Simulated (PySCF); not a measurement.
H8N2Si2.

```xyz
12

Si     1.1012    -0.3082    -0.6534
N      1.6537     0.9478     0.4048
Si    -1.0537    -0.6994     0.1826
N     -1.6548     0.9079     0.5337
H      1.9889    -1.5123    -0.5825
H      1.0303     0.0556    -2.1148
H      0.9326     1.5385     0.8087
H      2.5204     1.4508     0.2562
H     -1.8959    -1.5287    -0.7484
H     -1.0118    -1.4251     1.4899
H     -1.7741     1.5440    -0.2492
H     -2.4485     0.9934     1.1616
```
Charge 0, spin multiplicity 1.

Coordinates come from a PBE0-D3(BJ)/def2-SVP optimisation. The values are those of a single conformer.

Method: PBE0/pcSseg-1 in PySCF. Non-relativistic, no solvent.

Q: Give the absolute GIAO shielding of each atom: isotropic value and principal components (ppm). (An estimate is asked for; the answer gives what the named calculation found.)

A: 
| atom | σ(iso) | σ11 | σ22 | σ33 | span |
|---|---|---|---|---|---|
| Si1 | 411.1 | 361.3 | 391.3 | 480.5 | 119.2 |
| N2 | 269.2 | 244.0 | 253.8 | 309.9 | 65.9 |
| Si3 | 398.5 | 348.5 | 380.9 | 466.3 | 117.8 |
| N4 | 270.6 | 229.4 | 264.9 | 317.4 | 88.0 |
| H5 | 26.6 | 23.3 | 24.8 | 31.6 | 8.3 |
| H6 | 26.3 | 23.2 | 24.1 | 31.8 | 8.6 |
| H7 | 30.4 | 21.0 | 29.0 | 41.3 | 20.3 |
| H8 | 31.4 | 23.3 | 27.0 | 44.0 | 20.7 |
| H9 | 26.4 | 22.6 | 24.7 | 31.8 | 9.2 |
| H10 | 26.4 | 23.7 | 24.5 | 31.1 | 7.3 |
| H11 | 32.0 | 24.6 | 28.3 | 43.0 | 18.4 |
| H12 | 31.3 | 23.2 | 26.9 | 43.7 | 20.5 |
